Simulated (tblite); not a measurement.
Compound: C4H8O2Si2.
Numbering: `[CH2:1]=[C:2]1[O:3][SiH2:4][CH:5]=[CH:6][Si@@H:7]1[OH:8]` (hydrogens: H9, H10 on C1; H11, H12 on Si4; H13 on C5; H14 on C6; H15 on Si7; H16 on O8)

Geometry (GFN2-xTB, Å), atoms numbered from 1 in this order:
```
atom  x, y, z in Å
C1    -2.448   -0.551   -0.027
C2    -1.141   -0.385   -0.213
O3    -0.382   -1.472   -0.525
Si4    1.220   -1.580   -0.771
C5     2.094   -0.243    0.229
C6     1.478    0.897    0.543
Si7   -0.264    1.289   -0.053
O8    -1.078    2.299    0.932
H9    -2.923   -1.513   -0.125
H10   -3.071    0.288    0.220
H11    1.499   -2.922   -0.269
H12    1.510   -1.401   -2.198
H13    3.103   -0.421    0.585
H14    1.995    1.637    1.148
H15   -0.288    2.028   -1.313
H16   -1.310    2.059    1.825
```

Calculated harmonic vibrations of the isolated species, GFN2-xTB (tblite), most abundant isotopes, no scaling. This tight-binding method is rough: wavenumbers can miss measured ones by several per cent, in bad cases by 10 to 20. Modes of hydrogen on silicon can be 10 to 20 % off. One conformer, not necessarily the lowest.

Harmonic wavenumbers (cm⁻¹): 47.1, 94.9, 158.7, 177.8, 233.1, 238.3, 293.1, 311.3, 381.3, 410.5, 488.5, 516.1, 567.7, 604.8, 617.4, 657.5, 670.8, 687.4, 720.3, 751.5, 766.5, 770.5, 800.5, 821.6, 864.0, 900.2, 966.5, 1043.9, 1153.0, 1225.8, 1326.5, 1379.9, 1619.8, 1645.6, 2217.6, 2278.2, 2298.3, 2979.7, 3012.9, 3095.8, 3146.1, 3665.9.

A = 2166, B = 1331, C = 875.1 MHz; mass 144.006 u (most abundant isotopes); point group C1, symmetry number 1.

Task: Zero-point energy?

Result: ½Σν̃ = 23303 cm⁻¹ = 66.63 kcal/mol.

Task: Entropy at 273.15 K, 1 bar (ideal gas, RRHO, classical rotation)?

Result: Translation 40.40, rotation 28.97, vibration 24.84: S = 94.2 cal/(mol K).

Task: And Cp and H(273.15 K) − H(0)?

Result: Cp = 37.94 cal/(mol K), of which vibrations give 29.99 (their classical limit is 42 R = 83.5); H(273.15 K) − H(0) = 6.01 kcal/mol without the zero-point energy, 3.84 from vibrations.

Task: How do the functions run with temperature in this model?

Result: 
```json
{"T (K)": "150", "S (cal/(mol K))": "76.2", "Cp (cal/(mol K))": "23.3", "H − H(0) (kcal/mol)": "2.22", "G − H(0) (kcal/mol)": "-9.21", "ln q(vib)": "2.39"}
{"T (K)": "250", "S (cal/(mol K))": "91.0", "Cp (cal/(mol K))": "35.4", "H − H(0) (kcal/mol)": "5.16", "G − H(0) (kcal/mol)": "-17.58", "ln q(vib)": "4.83"}
{"T (K)": "298.15", "S (cal/(mol K))": "97.6", "Cp (cal/(mol K))": "40.6", "H − H(0) (kcal/mol)": "6.99", "G − H(0) (kcal/mol)": "-22.12", "ln q(vib)": "6.08"}
{"T (K)": "400", "S (cal/(mol K))": "110.9", "Cp (cal/(mol K))": "49.5", "H − H(0) (kcal/mol)": "11.60", "G − H(0) (kcal/mol)": "-32.75", "ln q(vib)": "8.77"}
{"T (K)": "600", "S (cal/(mol K))": "133.3", "Cp (cal/(mol K))": "61.1", "H − H(0) (kcal/mol)": "22.76", "G − H(0) (kcal/mol)": "-57.25", "ln q(vib)": "13.96"}
{"T (K)": "900", "S (cal/(mol K))": "160.2", "Cp (cal/(mol K))": "71.2", "H − H(0) (kcal/mol)": "42.75", "G − H(0) (kcal/mol)": "-101.45", "ln q(vib)": "21.05"}
```

q(vib) and H(0) count from the zero-point level.

Task: Which modes carry the vibrational entropy at 273.15 K?

Result: 47.1 cm⁻¹: 4.76; 94.9 cm⁻¹: 3.39; 158.7 cm⁻¹: 2.40; 177.8 cm⁻¹: 2.19; 233.1 cm⁻¹: 1.70; 238.3 cm⁻¹: 1.66 cal/(mol K); the other 36 give 8.75 together.

Hindered rotation and anharmonicity are outside this model. Other conformers, if any are populated, would add a mixing term that is left out. The structure is chiral; the term R ln 2 for an equal mix with its mirror image is left out.
